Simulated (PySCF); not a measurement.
C3H11FOSi2.
Atom-mapped SMILES: `[CH3:1][CH2:2][C@H:3]([F:4])[SiH2:5][O:6][SiH3:7]` (hydrogens: H8, H9, H10 on C1; H11, H12 on C2; H13 on C3; H14, H15 on Si5; H16, H17, H18 on Si7)

Cartesian coordinates in Å at the PBE0-D3(BJ)/def2-SVP level; atoms count from 1:
```
atom  x, y, z in Å
C1    -2.5631   -0.7040   -0.8338
C2    -1.2827   -0.9369   -0.0474
C3    -0.7330    0.3252    0.5875
F4    -0.5371    1.2964   -0.4080
Si5    0.9751    0.1284    1.4016
O6     2.0537   -0.2023    0.1868
Si7    2.4314    0.3424   -1.3411
H8    -3.3664   -0.3206   -0.1843
H9    -2.3960    0.0349   -1.6306
H10   -2.9206   -1.6342   -1.2995
H11   -1.4514   -1.6696    0.7609
H12   -0.5117   -1.3771   -0.7030
H13   -1.4755    0.7390    1.2962
H14    1.3399    1.4011    2.0909
H15    0.9759   -1.0013    2.3747
H16    3.7934   -0.1632   -1.6733
H17    1.4568   -0.1914   -2.3372
H18    2.4281    1.8339   -1.3857
```

Computed with PySCF at PBE0/pcSseg-1 and CAM-B3LYP/def2-SVPD, non-relativistic, on one gas-phase PBE0-D3(BJ)/def2-SVP geometry that isn't relaxed in the solvent. The solvent is an IEF-PCM continuum (van der Waals radii × 1.2). Specific hydrogen bonds and non-electrostatic terms are outside this model.

Gas phase at PBE0/pcSseg-1: HOMO -8.10 eV, LUMO 0.11 eV, dipole 1.63 D.

Problem. What does the continuum do to the energy, the frontier levels and the dipole at PBE0/pcSseg-1 in benzene?

Solution. 
```
solvent      ε  E(solvent) − E(gas) (kcal/mol)  polarisation term (kcal/mol)  distortion of the solute (kcal/mol)  HOMO (eV)  LUMO (eV)  dipole (D)
benzene  2.271                           -1.18                         -1.24                                 0.06      -8.04       0.16        1.83
```

The first energy column is the sum of the next two and covers electrostatics alone.

Problem. Which radius a makes the point-dipole formula ΔE = −[(ε − 1)/(2ε + 1)]·μ²/a³ give the value in benzene, with the gas-phase dipole?

Solution. μ = 0.641 au and |ΔE| = 0.00188 Eh give a = 1.95 Å; the farthest nucleus lies 4.17 Å from the centroid of the nuclei, so such a sphere wouldn't even hold the nuclei. The formula assumes a rigid point dipole at the centre of a sphere.

Problem. Give the dipole vector in the frame of the coordinates (D, pointing from negative to positive charge), gas and benzene.

Solution. Gas (-1.17, -0.81, 0.79), solvent (-1.30, -0.91, 0.92). Its length changes by +12 % and its direction by 1°.

Problem. Which IAO charges (PBE0/pcSseg-1) respond most in benzene (means over atoms taken as equivalent)?

Solution. 
```tsv
atoms	environment	gas (e)	solvent (e)	change
F4	alkyl fluorine	-0.333	-0.339	-0.006
H13	methine hydrogen	+0.137	+0.143	+0.006
H11	methylene hydrogen	+0.139	+0.143	+0.004
O6	siloxane oxygen	-0.867	-0.870	-0.003
C1	methyl carbon	-0.411	-0.412	-0.001
H15	Si–H hydrogen	-0.138	-0.136	+0.002
```

Gas phase at CAM-B3LYP/def2-SVPD: HOMO -9.52 eV, LUMO 0.82 eV, dipole 1.67 D.

Problem. What does the continuum do to the energy, the frontier levels and the dipole at CAM-B3LYP/def2-SVPD in benzene?

Solution. 
```tsv
solvent	ε	E(solvent) − E(gas) (kcal/mol)	polarisation term (kcal/mol)	distortion of the solute (kcal/mol)	HOMO (eV)	LUMO (eV)	dipole (D)
benzene	2.271	-1.15	-1.23	0.08	-9.45	0.87	1.91
```

Problem. How does the static polarisability (CAM-B3LYP/def2-SVPD, frozen core, with the continuum's full static response) change?

Solution. 
| medium | isotropic (au) | principal values (au) | ⟨r²⟩ of the electrons (bohr²) |
| --- | --- | --- | --- |
| gas | 92.4 | 83.4, 92.8, 101.0 | 1405.4 |
| benzene | 104.0 | 95.5, 104.4, 112.0 | 1405.2 |

The isotropic value in benzene is 1.13 times the gas-phase one; no cavity-field correction is applied. ⟨r²⟩ is taken about the centre of nuclear charge.

The run took 52 s wall on Arm Neoverse N1, one thread, no GPU, on a shared host, and the process peaked at 1.2 GiB of memory. This is the whole shielding run at PBE0/pcSseg-1 in benzene, SCF included.
